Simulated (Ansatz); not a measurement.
# Relaxing a trial structure of ClFOSi2+

The starting geometry of this gas-phase doublet was optimised with GFN2-xTB.

```yaml
atoms:
  - { symbol: Cl, position_ang: [-0.7738, -1.0573, -1.8905] }
  - { symbol: F, position_ang: [0.2357, 0.3286, 0.6638] }
  - { symbol: O, position_ang: [-1.2039, -1.7447, 1.0955] }
  - { symbol: Si, position_ang: [-0.2363, -1.0128, -0.0397] }
  - { symbol: Si, position_ang: [-0.0380, -2.4982, 1.9752] }
```

Question: Predict what it relaxes into with PBE0-D3(BJ)/def2-SVP.

Answer: It keeps its bonds.

The energy falls by 0.17 eV over 9 steps:

```csv
step,E − E(last) (eV)
1,0.170
2,0.055
3,0.025
4,0.003
5,0.001
6,0.000
7,0.000
8,0.000
9,0.000
```

Final geometry (Å):

```xyz
5

Cl   -0.7067   -1.1787   -1.8222
F     0.2059    0.5294    0.5163
O    -1.2115   -1.6636    1.2249
Si   -0.2184   -0.9298    0.0784
Si   -0.0855   -2.7417    1.8070
```

Frequencies at the end are all real (lowest 94 cm⁻¹). Open shells are spin-unrestricted. Run with Ansatz 0.2.0, 32 s on 1 thread of Intel(R) Xeon(R) 6975P-C (Granite Rapids), with other jobs on the host.
